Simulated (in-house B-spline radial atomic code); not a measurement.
Configurations of Yb²⁺, with energies counted from [Xe] 4f14. All numbers are computed (scalar-relativistic (X2C) TPSSh, spin-polarised, spherical fractional occupations, exact exchange averaged over the configuration; Fermi nucleus of rms radius 5.3108 fm) with a B-spline radial code for spherical atoms, not measured. Shells without spins written out take the highest spin.

Occupations are held fixed; configurations that lie above the ionisation limit could autoionise.

```csv
configuration,E - E(ref) (eV),highest orbital,its <r> (bohr)
[Xe] 4f13 6d1,15.859,6d up,5.512
[Xe] 4f13 5f1,17.753,5f up,5.789
[Kr] 4d10 4f14 5s2 5p5 6p1,33.493,6p up,3.848
[Kr] 4d9 4f14 5s2 5p6 6p1,187.54,6p up,3.834
[Kr] 4d9 4f14 5s2 5p6 6f1,197.78,6f up,9.911
```

Question: Order these further configurations by energy, lowest first.
A. [Xe] 4f13 6s1
B. [Kr] 4d10 4f14 5s2 5p5 5d1
C. [Kr] 4d10 4f14 5s2 5p5 6f1
D. [Kr] 4d10 4f14 5s2 5p5 6s1
E. [Kr] 4d9 4f14 5s2 5p6 5d1

Answer: A (5.0914 eV), D (28.385 eV), B (28.996 eV), C (43.676 eV), E (183.12 eV).

Question: How far above the reference does [Xe] 4f13 6p1 lie?

Answer: 10.184 eV; its least bound orbital is 6p up with <r> = 3.837 bohr.
